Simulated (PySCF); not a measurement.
Vertical excitations of a molecule C4H3Cl2F from TDA-PBE0/def2-SVPD (PySCF), as energy in eV (oscillator strength): 5.26 (0.871), 5.89 (0.000), 5.93 (0.000), 6.19 (0.089), 6.29 (0.000), 6.47 (0.002), 6.53 (0.002), 6.90 (0.000), 7.54 (0.000), 7.60 (0.014). Lowest triplet (TDA): 2.70 eV. Geometry optimised at PBE0-D3(BJ)/def2-SVP. One conformer was computed; it need not be the lowest.

Task: Identify the compound among the candidates.
(A) C=C/C(Cl)=C(\F)Cl
(B) C#C[C@H](F)C(Cl)Cl
(C) FC(/C=C\Cl)=C/Cl
(D) CC(F)=C=C(Cl)Cl

Result: C, FC(/C=C\Cl)=C/Cl
